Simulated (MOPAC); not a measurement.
MOPAC input (MNDO):

```
MNDO PRECISE GNORM=0.05 LET XYZ GEO-OK AUX(PRECISION=9) THREADS=1
C3H9FGe

C     1.60291000 1   -0.92331100 1   -0.64587100 1
Ge   -0.00310100 1   -0.00348300 1   -0.01784400 1
C    -1.60305600 1   -1.12550600 1   -0.04920300 1
C    -0.26707500 1    1.74869700 1   -0.84243900 1
F     0.29470400 1    0.33098700 1    1.69564200 1
H     1.50914300 1   -1.17178500 1   -1.70411400 1
H     1.75135300 1   -1.84393700 1   -0.08217400 1
H     2.47594000 1   -0.28507500 1   -0.51239600 1
H    -2.44084500 1   -0.59516900 1    0.40267600 1
H    -1.42663300 1   -2.04436800 1    0.50928700 1
H    -1.86534200 1   -1.38460800 1   -1.07608200 1
H    -1.11652300 1    2.25395100 1   -0.38363700 1
H    -0.45913700 1    1.64067500 1   -1.91101300 1
H     0.62227400 1    2.36361400 1   -0.70724800 1
```

From the output:

```
                                                       MOPAC v23.2.5 Linux

          FINAL HEAT OF FORMATION =        -95.62790 KCAL/MOL =    -400.10712 KJ/MOL

          COSMO AREA              =        137.42 SQUARE ANGSTROMS
          COSMO VOLUME            =        130.24 CUBIC ANGSTROMS

          GRADIENT NORM           =          0.01779          =       0.00475 PER ATOM
          IONIZATION POTENTIAL    =         11.588590 EV
          HOMO LUMO ENERGIES (EV) =        -11.589  1.779
          NO. OF FILLED LEVELS    =         16
          MOLECULAR WEIGHT        =        136.6925         POINT GROUP:  C3v

          MOLECULAR DIMENSIONS (Angstroms)

            Atom       Atom       Distance
            H    14    H    10     5.04422
            H     8    H     9     4.36842
            F     5    H    11     3.42598

          SCF CALCULATIONS        =         30

   ATOM   CHEMICAL          X               Y               Z
  NUMBER   SYMBOL      (ANGSTROMS)     (ANGSTROMS)     (ANGSTROMS)

     1       C          1.56838803  *  -0.91053316  *  -0.65770903  *
     2      Ge          0.00484115  *   0.00542376  *   0.02780091  *
     3       C         -1.57690710  *  -1.10890663  *  -0.07233139  *
     4       C         -0.26620419  *   1.71091491  *  -0.85055553  *
     5       F          0.29906349  *   0.33588398  *   1.72073092  *
     6       H          1.46487133  *  -1.15868667  *  -1.73119855  *
     7       H          1.75905783  *  -1.86215858  *  -0.12573312  *
     8       H          2.48552843  *  -0.29924487  *  -0.55707768  *
     9       H         -2.46402138  *  -0.61139681  *   0.36410481  *
    10       H         -1.44715986  *  -2.06437885  *   0.47098918  *
    11       H         -1.83566574  *  -1.36684351  *  -1.11693543  *
    12       H         -1.12793525  *   2.26303776  *  -0.42919588  *
    13       H         -0.46027534  *   1.59214909  *  -1.93356851  *
    14       H          0.61540002  *   2.37298661  *  -0.75365250  *

                             CARTESIAN COORDINATES

   1    C        1.568388028    -0.910533160    -0.657709029
   2   Ge        0.004841147     0.005423759     0.027800905
   3    C       -1.576907101    -1.108906627    -0.072331388
   4    C       -0.266204185     1.710914913    -0.850555533
   5    F        0.299063492     0.335883978     1.720730917
   6    H        1.464871328    -1.158686670    -1.731198551
   7    H        1.759057826    -1.862158582    -0.125733116
   8    H        2.485528432    -0.299244867    -0.557077677
   9    H       -2.464021380    -0.611396809     0.364104806
  10    H       -1.447159863    -2.064378845     0.470989183
  11    H       -1.835665742    -1.366843509    -1.116935432
  12    H       -1.127935247     2.263037765    -0.429195875
  13    H       -0.460275343     1.592149091    -1.933568512
  14    H        0.615400021     2.372986612    -0.753652504

           Empirical Formula: C3 H9 Ge F  =    14 atoms

      MOLECULAR POINT GROUP   :   C3v

                  EIGENVALUES
 -41.56721 -32.28362 -29.45653 -29.45639 -15.43786 -14.72662 -14.72662 -14.09830
 -14.09417 -14.09415 -13.96885 -13.96883 -13.88263 -12.75230 -11.58872 -11.58859
   1.77924   1.94666   1.94672   2.89204   3.93965   3.93967   3.98520   4.01736
   4.01738   4.17199   5.78661   5.79015   5.79019

              NET ATOMIC CHARGES AND DIPOLE CONTRIBUTIONS

  ATOM NO.   TYPE          CHARGE      No. of ELECS.   s-Pop       p-Pop
    1          C          -0.374408        4.3744     1.27287     3.10154
    2         Ge           1.597993        2.4020     0.73653     1.66548
    3          C          -0.374396        4.3744     1.27287     3.10153
    4          C          -0.374397        4.3744     1.27287     3.10153
    5          F          -0.551965        7.5520     1.88241     5.66956
    6          H           0.004494        0.9955     0.99551
    7          H           0.010617        0.9894     0.98938
    8          H           0.010617        0.9894     0.98938
    9          H           0.010616        0.9894     0.98938
   10          H           0.010615        0.9894     0.98939
   11          H           0.004492        0.9955     0.99551
   12          H           0.010616        0.9894     0.98938
   13          H           0.004492        0.9955     0.99551
   14          H           0.010615        0.9894     0.98939
 DIPOLE           X         Y         Z       TOTAL
 POINT-CHG.    -0.289    -0.324    -1.662     1.718
 HYBRID        -0.046    -0.051    -0.263     0.272
 SUM           -0.334    -0.376    -1.925     1.990

          ATOMIC ORBITAL ELECTRON POPULATIONS

     Atom    s        px        py        pz
    1  C   1.27287   1.11420   1.00889   0.97845
    2 Ge   0.73653   0.60686   0.60561   0.45300
    3  C   1.27287   1.11784   1.03526   0.94842
    4  C   1.27287   0.95882   1.14455   0.99816
    5  F   1.88241   1.96962   1.96768   1.73226
    6  H   0.99551
    7  H   0.98938
    8  H   0.98938
    9  H   0.98938
   10  H   0.98939
   11  H   0.99551
   12  H   0.98938
   13  H   0.99551
   14  H   0.98939

 **********************
 *                    *
 * JOB ENDED NORMALLY *
 *                    *
 **********************

 == MOPAC DONE ==
```

The geometry given is a B3LYP-D3(BJ)/def2-TZVP minimum.
